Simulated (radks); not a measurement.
Bi12+, 71 electrons, occupied as [Xe] 4f14 5d3.

All-electron calculation, Dirac Kohn-Sham, BLYP, spin-unpolarised, spherical densities, finite nucleus; open shells fill j = l - 1/2 first; Fermi nuclear charge, rms radius 5.5211 fm. Program: a radial shooting solver on a logarithmic mesh with Libxc functionals.

Energy parts (hartree):
| part | energy |
|---|---|
| total | -21533.2060 |
| kinetic | 25160.0756 |
| electron-nucleus | -54006.9508 |
| Hartree | 7705.4081 |
| exchange-correlation | -391.7388 |

Orbitals (lengths in bohr, moments of r in powers of bohr):
| orbital | occ. | eigenvalue (hartree) | <r^2> |
|---|---|---|---|
| 1s1/2 | 2 | -3332.381 | 0.0003464 |
| 2s1/2 | 2 | -604.8683 | 0.005189 |
| 2p1/2 | 2 | -581.7774 | 0.003642 |
| 2p3/2 | 4 | -496.5136 | 0.004822 |
| 3s1/2 | 2 | -151.9915 | 0.03360 |
| 3p1/2 | 2 | -141.4929 | 0.03047 |
| 3p3/2 | 4 | -122.3934 | 0.03678 |
| 3d3/2 | 4 | -105.0864 | 0.02799 |
| 3d5/2 | 6 | -101.0344 | 0.02970 |
| 4s1/2 | 2 | -40.90056 | 0.1602 |
| 4p1/2 | 2 | -36.32013 | 0.1621 |
| 4p3/2 | 4 | -31.59871 | 0.1926 |
| 4d3/2 | 4 | -24.11964 | 0.1986 |
| 4d5/2 | 6 | -23.23574 | 0.2090 |
| 4f5/2 | 6 | -13.51557 | 0.2228 |
| 4f7/2 | 8 | -13.31020 | 0.2286 |
| 5s1/2 | 2 | -13.25900 | 0.7235 |
| 5p1/2 | 2 | -11.59603 | 0.7984 |
| 5p3/2 | 4 | -10.56030 | 0.9326 |
| 5d3/2 | 3 | -8.05264 | 1.183 |
| 5d5/2 | 0 | -7.88828 | 1.232 |
| 6s1/2 | 0 | -6.25423 | 2.649 |
| 6p1/2 | 0 | -5.63248 | 2.997 |
| 6p3/2 | 0 | -5.31058 | 3.364 |
| 5f5/2 | 0 | -5.18845 | 2.021 |
| 5f7/2 | 0 | -5.16122 | 2.050 |

The highest occupied level is 5d3/2 at -219.12 eV. For comparison, the ionisation energy in NIST's Atomic Spectra Database is 229 eV (theoretical). In exact Kohn-Sham theory the highest level is minus the ionisation energy, but local and semilocal functionals leave it too shallow, through self-interaction and a potential that decays too fast; potentials with the right tail come closer.

Beside tabulated values, note that spin-unpolarised runs miss the spin-polarisation part of the exchange energy of open shells.
